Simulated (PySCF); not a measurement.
These 2 structures share the formula C6H9FO. Method used: PySCF, PBE0-D3(BJ)/def2-SVP geometry optimisation, gas phase. Energies are electronic, without zero-point or thermal terms, for one conformer each. No frequencies were run at this level. Point groups hold within 0.08 Å.

Task: Rank from lowest to highest electronic energy at this level (kcal/mol).
A. `[O:1]=[C:2]1[CH2:3][CH2:4][CH2:5][CH2:6][C@H:7]1[F:8]` with O1–C2–C3–C4 -121°, C2–C3–C4–C5 -53°, C3–C4–C5–C6 54°, C4–C5–C6–C7 -56°
B. `[CH3:1][O:2]/[CH:3]=[CH:4]/[CH2:5]/[CH:6]=[CH:7]\[F:8]` with C1–O2–C3–C4 -1°, C3–C4–C5–C6 -115°, C4–C5–C6–C7 -120°

Result: A (0.0), B (48.1).

As drawn, the lower has a C=O bond, which the higher lacks; the higher has a C=C bond outside aromatic rings, which the lower lacks.

```json
{"SMILES": "O=C1CCCC[C@H]1F", "E (Eh)": "-408.38519", "E rel (kcal/mol)": "0.0", "dipole (D)": "2.72", "point group": "C1", "A, B, C (MHz)": "2573, 2189, 1587"}
{"SMILES": "CO/C=C/C/C=C\\F", "E (Eh)": "-408.30846", "E rel (kcal/mol)": "48.1", "dipole (D)": "1.29", "point group": "C1", "A, B, C (MHz)": "6120, 692.3, 669.2"}
```
